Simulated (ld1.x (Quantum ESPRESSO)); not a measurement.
# u(r) = r·R(r): atom against pseudo-atom (palladium (Pd))

Columns: radius, all-electron u(r) and pseudo u(r) of the 5s shell (level -6.96 eV) of palladium in the configuration [Ar] 3d10 4s2 4p6 4d9.5 5s0 5p0; PBE, scalar-relativistic, RRKJ scheme, ld1.x (Quantum ESPRESSO) 7.5.

```tsv
r (bohr)	all-electron	pseudo
0.120	-0.0895	0.0108
0.240	0.1543	0.0222
0.360	0.1191	0.0349
0.480	-0.0666	0.0496
0.600	-0.2174	0.0671
0.720	-0.2764	0.0882
0.840	-0.2523	0.1140
0.960	-0.1736	0.1451
1.080	-0.0670	0.1824
1.200	0.0479	0.2258
1.320	0.1591	0.2749
1.440	0.2601	0.3282
1.560	0.3481	0.3836
1.680	0.4221	0.4380
1.800	0.4826	0.4884
1.920	0.5305	0.5321
2.040	0.5671	0.5674
2.160	0.5937	0.5937
2.280	0.6116	0.6116
2.400	0.6220	0.6220
2.520	0.6261	0.6261
2.640	0.6248	0.6248
2.760	0.6190	0.6190
2.880	0.6096	0.6096
3.000	0.5972	0.5972
3.120	0.5824	0.5824
```

(1) How many radial nodes do the two functions have?

(2) At about which radius was the pseudo-wave matched?

(3) Is the pseudo-wave norm-conserving?

Results:

(1) The all-electron 5s function has n − l − 1 = 4 (the table is too coarse to show those close to the nucleus); the pseudo-wave has 0, since the states of the same l below it are removed with the core.

(2) 2.40 bohr. The columns agree to 0.0005 from 2.04 bohr on; several derivatives are matched, so the curves merge somewhat inside the radius.

(3) Yes: the RRKJ scheme keeps the norm inside the radius equal to the all-electron one, which fixes the energy derivative of the logarithmic derivative at the level.
